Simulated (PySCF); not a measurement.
C4H2BrCl, SMILES C(#C)/C(Br)=C\Cl. Atoms are numbered in the order given.

```xyz
8

C      2.6589     0.7465     0.0000
C      1.4834     0.4621     0.0000
C      0.0988     0.1081     0.0000
Br    -0.2904    -1.7419     0.0000
C     -0.9191     0.9805     0.0000
Cl    -0.6771     2.6779     0.0000
H      3.7036     1.0060     0.0000
H     -1.9611     0.6550     0.0000
```
Charge 0, spin multiplicity 1.

The structure is a stationary point at ωB97X-D3(BJ)/def2-SVP. The structure was generated by enumeration; whether it is a known compound was not checked.

Method: ωB97X-D3(BJ)/def2-SVP in PySCF 2.14.0.

Frequencies are harmonic and unscaled.

Computed harmonic wavenumbers and intensities:
| mode | ν (cm⁻¹) | IR (km/mol) | moving atoms (share of kinetic energy) |
|---|---|---|---|
| 1 | 120 | 1.1 | C 56 %, Cl 23 %, H 13 % |
| 2 | 192 | 0.0 | C 71 %, Cl 16 % |
| 3 | 197 | 1.8 | C 65 %, Br 16 %, Cl 14 % |
| 4 | 265 | 9.2 | C 76 %, H 23 % |
| 5 | 301 | 0.3 | Cl 54 %, Br 32 %, C 12 % |
| 6 | 454 | 1.9 | C 80 %, Br 12 % |
| 7 | 610 | 0.0 | C 90 %, H 10 % |
| 8 | 728 | 32.0 | H 75 %, C 25 % |
| 9 | 732 | 28.0 | C 83 %, H 15 % |
| 10 | 751 | 13.7 | H 65 %, C 34 % |
| 11 | 860 | 99.3 | C 73 %, Cl 21 % |
| 12 | 862 | 19.0 | H 73 %, C 27 % |
| 13 | 1069 | 34.9 | C 72 %, H 26 % |
| 14 | 1310 | 2.4 | H 68 %, C 32 % |
| 15 | 1708 | 9.9 | C 97 % |
| 16 | 2270 | 8.6 | C 91 %, H 9 % |
| 17 | 3260 | 11.2 | H 91 %, C 9 % |
| 18 | 3484 | 78.6 | H 85 %, C 15 % |
